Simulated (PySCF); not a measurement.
C3H3, charge -1, singlet, at a GFN2-xTB geometry; DF-M062X/aug-cc-pVDZ (PySCF).

The PySCF input:
```python
from pyscf import gto, scf, dft
import numpy

mol = gto.Mole()
mol.atom = '''
    C     0.00179213   -0.00082963    0.34805219
    C     0.00811735   -0.00375776    1.57647903
    C    -0.00588691    0.00272522   -1.14330257
    H     0.03963094    1.02847941   -1.56026013
    H     0.85557099   -0.54993143   -1.56822380
    H    -0.91933737   -0.46737496   -1.55888795
'''
mol.basis = 'aug-cc-pvdz'
mol.charge = -1
mol.verbose = 4
mol.build()
print('smallest overlap eigenvalue', numpy.linalg.eigvalsh(mol.intor('int1e_ovlp'))[0])

mf = dft.RKS(mol)
mf.xc = 'm062x'
mf = mf.density_fit(auxbasis='def2-universal-jkfit')
mf = scf.addons.remove_linear_dep_(mf, threshold=1e-4, lindep=1e-4)
mf.kernel()
```

What the program printed (banner, timings and long lists left out):

```
PySCF version 2.14.0

[INPUT] verbose = 4
[INPUT] num. atoms = 6
[INPUT] num. electrons = 22
[INPUT] charge = -1
[INPUT] spin (= nelec alpha-beta = 2S) = 0
[INPUT] symmetry False subgroup None
[INPUT] Mole.unit = angstrom
[INPUT] Symbol           X                Y                Z      unit          X                Y                Z       unit  Magmom
[...]
nuclear repulsion = 52.0511060288377
number of shells = 39
number of NR pGTOs = 138
number of NR cGTOs = 96
basis = aug-cc-pvdz
ecp = {}
input.py:22: DeprecationWarning: remove_linear_dep_ is deprecated and will be removed in a future release. Linear dependency handling is now built into the SCF procedure by default. Linear dependency removal can be controlled using the following settings:
  pyscf.scf.hf.remove_overlap_zero_eigenvalue = True
  pyscf.scf.hf.overlap_zero_eigenvalue_threshold = 1e-6

  mf = scf.addons.remove_linear_dep_(mf, threshold=1e-4, lindep=1e-4)
smallest overlap eigenvalue 9.623864346312277e-05
Applying remove_linear_dep_ on SCF object.
Using canonical orthogonalization with threshold 0.0001

******** <class 'pyscf.df.df_jk.DFRKS'> ********
method = DFRKS
initial guess = minao
damping factor = 0
level_shift factor = 0
DIIS = <class 'pyscf.scf.diis.CDIIS'>
diis_start_cycle = 1
diis_space = 8
diis_damp = 0
SCF conv_tol = 1e-09
SCF conv_tol_grad = None
SCF max_cycles = 50
direct_scf = False
XC library pyscf.dft.libxc version 7.1.2
    S. Lehtola, C. Steigemann, M. J. T. Oliveira, and M. A. L. Marques,  SoftwareX 7, 1–5 (2018)
XC functionals = m062x
    Y. Zhao and D. G. Truhlar,  Theor. Chem. Acc. 120, 215 (2008)
    Y. Zhao and D. G. Truhlar,  Theor. Chem. Acc. 120, 215 (2008)
radial grids:
    Treutler-Ahlrichs [JCP 102, 346 (1995); DOI:10.1063/1.469408] (M4) radial grids

becke partition: Becke, JCP 88, 2547 (1988); DOI:10.1063/1.454033
pruning grids: <function nwchem_prune>
grids dens level: 3
symmetrized grids: False
atomic radii adjust function: <function treutler_atomic_radii_adjust>
small_rho_cutoff = 0
Set gradient conv threshold to 3.16228e-05
Initial guess from minao.
tot grids = 71784
******** <class 'pyscf.df.df.DF'> ********
auxbasis = def2-universal-jkfit
init E= -116.150230737361
[...]
cycle= 1 E= -115.906583703285  delta_E= 0.244  |g|= 0.466  |ddm|= 4.08
[...]
cycle= 2 E= -115.861304314429  delta_E= 0.0453  |g|= 0.605  |ddm|=   12
[...]
cycle= 3 E= -115.99001483351  delta_E= -0.129  |g|= 0.0972  |ddm|= 11.4
[...]
[...]
[...]
cycle= 23 E= -115.992758971827  delta_E= 1.03e-09  |g|= 0.000588  |ddm|= 0.00177
[...]
cycle= 24 E= -115.992758953524  delta_E= 1.83e-08  |g|= 0.000638  |ddm|= 0.000981
[...]
cycle= 25 E= -115.992758947102  delta_E= 6.42e-09  |g|= 0.000615  |ddm|= 0.00498
[...]
cycle= 26 E= -115.992758980644  delta_E= -3.35e-08  |g|= 0.000407  |ddm|= 0.00441
[...]
cycle= 27 E= -115.992758979798  delta_E= 8.46e-10  |g|= 0.000554  |ddm|= 0.00256
[...]
cycle= 28 E= -115.992759035941  delta_E= -5.61e-08  |g|= 0.000328  |ddm|= 0.00222
[...]
cycle= 29 E= -115.992759048408  delta_E= -1.25e-08  |g|= 0.000263  |ddm|= 0.00228
[...]
cycle= 30 E= -115.992759045095  delta_E= 3.31e-09  |g|= 0.00027  |ddm|= 0.000799
[...]
cycle= 31 E= -115.992759042706  delta_E= 2.39e-09  |g|= 0.00032  |ddm|= 0.00176
[...]
cycle= 32 E= -115.992759037007  delta_E= 5.7e-09  |g|= 0.000358  |ddm|= 0.000555
[...]
cycle= 33 E= -115.992759032127  delta_E= 4.88e-09  |g|= 0.00037  |ddm|= 0.000893
[...]
cycle= 34 E= -115.992759045671  delta_E= -1.35e-08  |g|= 0.000332  |ddm|= 0.00123
[...]
cycle= 35 E= -115.992759011761  delta_E= 3.39e-08  |g|= 0.000429  |ddm|= 0.00177
[...]
cycle= 36 E= -115.992758997328  delta_E= 1.44e-08  |g|= 0.000461  |ddm|= 0.000769
[...]
cycle= 37 E= -115.992759004789  delta_E= -7.46e-09  |g|= 0.00042  |ddm|= 0.000684
[...]
cycle= 38 E= -115.992758967723  delta_E= 3.71e-08  |g|= 0.000539  |ddm|= 0.00204
[...]
cycle= 39 E= -115.992759047769  delta_E= -8e-08  |g|= 0.000265  |ddm|= 0.00301
[...]
cycle= 40 E= -115.992759018522  delta_E= 2.92e-08  |g|= 0.000386  |ddm|= 0.00403
[...]
cycle= 41 E= -115.992759011691  delta_E= 6.83e-09  |g|= 0.000448  |ddm|= 0.00146
[...]
cycle= 42 E= -115.992759030416  delta_E= -1.87e-08  |g|= 0.000391  |ddm|= 0.00174
[...]
cycle= 43 E= -115.992759003267  delta_E= 2.71e-08  |g|= 0.000449  |ddm|= 0.00132
[...]
cycle= 44 E= -115.992759017262  delta_E= -1.4e-08  |g|= 0.000448  |ddm|= 0.00351
[...]
cycle= 45 E= -115.992759000463  delta_E= 1.68e-08  |g|= 0.000488  |ddm|= 0.00215
[...]
cycle= 46 E= -115.992759024478  delta_E= -2.4e-08  |g|= 0.000374  |ddm|= 0.00174
[...]
cycle= 47 E= -115.992759013876  delta_E= 1.06e-08  |g|= 0.00043  |ddm|= 0.00366
[...]
cycle= 48 E= -115.992759026801  delta_E= -1.29e-08  |g|= 0.000266  |ddm|= 0.00609
[...]
cycle= 49 E= -115.992759028228  delta_E= -1.43e-09  |g|= 0.000262  |ddm|= 0.0026
[...]
cycle= 50 E= -115.992759028091  delta_E= 1.37e-10  |g|= 0.000253  |ddm|= 0.000662
SCF not converged.
SCF energy = -115.992759028091
```

Convergence was not reached.
